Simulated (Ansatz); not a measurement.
Species: YBr3 (charge -1, doublet). The spin state was set by rule; other spins were not relaxed. SMILES of the parent species: [Br][Y]([Br])[Br]
Coordinates optimised at B3LYP-D3(BJ)/def2-TZVP (Ansatz, a quantum-chemistry and plane-wave program):
```xyz
4

Y      0.0000     0.0000     0.0000
Br    -2.1240    -1.6306    -0.3180
Br     0.0111     2.4393    -1.1493
Br     2.1129    -0.8088     1.4672
```
Charge -1, spin multiplicity 2.

Parts of the frozen-core correlation energy in def2-TZVPP (Ansatz, hartree). Frozen orbitals: 46; correlated occupied orbitals by spin: 13 and 12; virtual: 141 and 142. Open shells are spin-unrestricted. Spin-orbit coupling is left out. In def2 rows, elements after Kr have scalar-relativistic effective core potentials.

| term | value |
|---|---|
| reference (HF) | -7755.48755 |
| MP2 opposite-spin | … |
| MP2 same-spin | … |
| CCSD correlation | … |
| (T) | -0.02439 |
| T1 diagnostic | 0.014 |
| largest doubles amplitude | 0.020 |
| <S^2> of the reference | 0.754 |

Task: Fill in the missing entries.

Result: 
- MP2 opposite-spin, value: -0.39895
- MP2 same-spin, value: -0.13810
- CCSD correlation, value: -0.58063
